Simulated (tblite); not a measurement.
C5H9OPSi.
Structure used (GFN2-xTB), in Å, numbered top down from 1:
```
atom  x, y, z in Å
C1    -2.8843   -1.0826   -0.7247
C2    -1.8225   -0.4384    0.0180
C3    -0.9674    0.1032    0.6634
C4     0.1257    0.7264    1.3537
C5     0.6138    2.0330    0.7162
O6     1.9098    1.6474    0.2579
Si7    1.8844    0.1078    0.8647
P8     1.9317   -1.4247   -0.7562
H9    -2.6295   -2.1268   -0.9051
H10   -3.8197   -1.0379   -0.1666
H11   -3.0210   -0.5833   -1.6837
H12   -0.0860    0.8214    2.4170
H13    0.0141    2.3584   -0.1347
H14    0.7172    2.8525    1.4290
H15    2.8115   -0.0059    1.9998
H16    1.9013   -2.4958    0.1207
H17    3.3138   -1.4428   -0.8300
```

Level: GFN2-xTB in tblite, geometry and Hessian alike; calculated harmonic values, unscaled, isolated species. The method is semi-empirical: single wavenumbers can be off by several per cent or more. Modes of hydrogen on phosphorus and silicon can be 10 to 20 % off. One conformer, not necessarily the lowest. The optimisation stopped once no atom felt more than 0.01 eV/Å.

Lowest wavenumbers of the output (negative numbers stand for imaginary wavenumbers):
```
mode    cm-1
  1     -32.2
  2      31.0
  3      45.5
  4      69.0
  5     122.2
  6     144.8
  7     197.9
  8     251.1
```

Problem. Is this structure a minimum?

Solution. Not by this Hessian. 1 mode is imaginary beyond 20i (32i cm⁻¹), so at this level the point lies at or near a first-order saddle. The curvature is small, so loose convergence or finite differences may be the whole cause.

Problem. Which atoms move in the imaginary mode?

Solution. 32i: H9 (methyl hydrogen) 33 %, H11 (methyl hydrogen) 33 %, H10 (methyl hydrogen) 32 %. These are shares of the mass-weighted motion.

Problem. What is the remedy?

Solution. Step along that mode in both directions, optimise again with tighter thresholds and repeat the frequencies. The zero-point energy of this point (75.9 kcal/mol) counts the 44 real modes alone, and thermal corrections from it aren't those of a minimum.

Time: 1.2 s wall. Hardware: one thread of an Arm Neoverse N1, no GPU, shared host with 64 logical CPUs at a one-minute load of 61. The figure is for the frequency step alone.
